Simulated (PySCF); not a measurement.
# Static response to an electric field

Species: 3-(methylthio)thiophene, C5H6S2.
Structure used (GFN2-xTB), in Å, numbered top down from 1:
```xyz
13
C5H6S2 angstrom
C      2.4607   -0.1035   -0.0015
S      1.2331    1.1591   -0.4359
C     -0.2787    0.3237   -0.1123
C     -1.5206    0.9787   -0.3398
C     -2.5802    0.1947   -0.0366
S     -2.0999   -1.3561    0.5315
C     -0.4355   -0.9428    0.3574
H      2.3279   -0.9756   -0.6346
H      2.3639   -0.3634    1.0483
H      3.4314    0.3456   -0.1855
H     -1.5885    1.9838   -0.7130
H     -3.6235    0.4272   -0.1111
H      0.3054   -1.6709    0.6155
```

Level: CAM-B3LYP/def2-SVPD (PySCF), static field, nuclei fixed, core orbitals frozen in the response. The polarisability tensor in these axes (au):

```
x   122.83  10.38  -4.63
y    10.38  97.32 -12.40
z    -4.63 -12.40  68.64
```

What are the eigenvalues, a third of the trace, and Δα (Δα² = ½Σ(αi − αj)² over the three pairs)?

Principal values 64.02, 96.96 and 127.81 au; mean 96.26 au = 14.26 Å³ = 15.87 × 10⁻⁴⁰ C²·m²/J; Δα = 55.25 au (57 % of the mean).

What is the dipole moment, and where does it point?

(0.64, -0.71, 0.24) D, 0.98 D in size, pointing from the negative to the positive side. Measured along this direction, the outermost atoms are H12 and H11 at the negative end and H8 and H9 at the positive end.

Rayleigh depolarisation ratio (linearly polarised light, static tensor)?

ρ = 3Δα²/(45ᾱ² + 4Δα²) = 9158.4/(416985 + 12211.2) = 0.0213.

Find the Langevin capture rate constant for NH4+ (18.034 u) meeting this molecule (129.991 u), k = 2.342 × 10⁻⁹ cm³/s × √(α in Å³ / reduced mass in u).

The reduced mass is 15.84 u, so k = 2.22 × 10⁻⁹ cm³/s. The formula leaves out the permanent dipole, which adds to the capture rate.

In a dilute gas of rigid molecules at 273 K, how does the orientational term μ²/3kT compare with the electronic polarisability?

In Gaussian units μ²/3kT = 8.47 Å³ against 14.26 Å³, a ratio of 0.59; the Debye molar polarisation (4π/3)N_A(α + μ²/3kT) is 57.4 cm³/mol, leaving out the vibrational part.

Form Σ f/ω² (atomic units) for the 8 lowest TDDFT singlets, given as eV and f, and set it beside the mean polarisability, which is this sum over all singlets: 5.10, 0.1104; 5.17, 0.0011; 5.71, 0.0019; 5.89, 0.0147; 5.96, 0.0317; 6.12, 0.0089; 6.36, 0.0049; 6.40, 0.2483.

They add up to 8.94 au, 9.3 % of the 96.26 au; the largest single term is 4.49 au, from the state at 6.40 eV. Terms in order: 3.14, 0.03, 0.04, 0.31, 0.66, 0.18, 0.09, 4.49 au. Higher excitations give the rest. The strengths listed sum to 0.422.

Molar refractivity from α?

Lorentz–Lorenz: R = (4π/3)N_A α = 2.5225 cm³/(mol·Å³) × 14.26 Å³ = 36.0 cm³/mol, in the limit of long wavelengths.

Geometry: GFN2-xTB, one conformer, isolated molecule.
